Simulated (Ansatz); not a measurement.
C2H7NOSi can be A, `C[Si]1(N)CO1`, or B, `C=NCO[SiH3]`.

Program: Ansatz. Geometries: PBE0-D4/def2-TZVP. ΔE: electronic, gas phase. CBS: MP2 limit from def2 TZ/QZ plus the TZ coupled-cluster correction, frozen cores. DFT in def2-TZVPP. One conformer a species, not always the lowest.

A:

```xyz
12

C     0.5569   -0.0486   -1.5866
Si   -0.1235    0.0799    0.1291
N    -1.6816   -0.5836    0.1749
C     0.8946    0.2662    1.6015
O     0.2086    1.4503    0.9906
H    -0.0594    0.5148   -2.2925
H     0.5968   -1.0870   -1.9226
H     1.5661    0.3648   -1.6156
H    -2.2577   -0.5775    0.9989
H    -2.1999   -0.7919   -0.6606
H     1.9794    0.3616    1.5812
H     0.5197    0.0510    2.6016
```

B:

```xyz
12

C     0.051   -1.781   -1.509
N     0.039   -1.909   -0.257
C    -0.003   -0.751    0.572
O    -0.027    0.469   -0.130
Si   -0.037    1.943    0.599
H     0.031   -0.813   -2.015
H     0.083   -2.681   -2.120
H     0.877   -0.794    1.229
H    -0.895   -0.841    1.206
H     1.168    2.111    1.458
H    -1.245    2.101    1.455
H    -0.041    2.946   -0.490
```

**Question.** Which isomer does CCSD(T)/CBS put lower? Give the gap. (Best estimate.)

**Answer.** The calculation gave: A, by 31.8 kcal/mol.

**Question.** Give E(B) − E(A) in kcal/mol with r2SCAN-D4, MP2/def2-TZVPP, PBE0-D4, B2PLYP, CCSD(T)/def2-TZVPP, PBE-D4, CCSD/def2-TZVPP. (Best estimate.)

**Answer.** Ansatz gave: r2SCAN-D4 34.0, MP2/def2-TZVPP 33.7, PBE0-D4 33.5, B2PLYP 29.5, CCSD(T)/def2-TZVPP 29.3, PBE-D4 32.5, CCSD/def2-TZVPP 29.0. None reverses the order clearly.

Largest T1 diagnostic: 0.012.

In def2-TZVPP, CCSD(T) changes the Hartree–Fock value by +8.7 kcal/mol (the triples alone add +0.3 kcal/mol) and MP2 by +13.0 kcal/mol. From PBE to PBE0 (25 % exact exchange), in def2-TZVPP and without D4, E(B) − E(A) moves by +1.1 kcal/mol.
